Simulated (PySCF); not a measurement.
N-(silylmethyl)propan-1-amine (C4H13NSi), SMILES CCCNC[SiH3].

Coordinates come from a PBE-D3(BJ)/def2-SVP optimisation. One conformer was computed; it need not be the lowest.

Two levels are set side by side: PBE/def2-TZVP (PySCF) and CAM-B3LYP/def2-TZVP (PySCF). Same geometry, gas phase. Differences are taken from unrounded values.

| quantity | CAM-B3LYP | PBE | PBE minus CAM-B3LYP |
|---|---|---|---|
| orbital gap (eV) | 9.47 | 5.01 | -4.46 |
| highest occupied level (eV) | -7.94 | -5.15 | 2.79 |
| lowest empty level (eV) | 1.52 | -0.14 | -1.67 |
| dipole moment (D) | 1.24 | 1.25 | 0.02 |

Without exact exchange PBE keeps part of each electron's self-repulsion, which lifts occupied levels and narrows the gap. Differences between two approximate levels are no errors against the true value.

Rough cost on one machine, each run with all the roots and properties that it gave: CAM-B3LYP against PBE within a factor of 2.
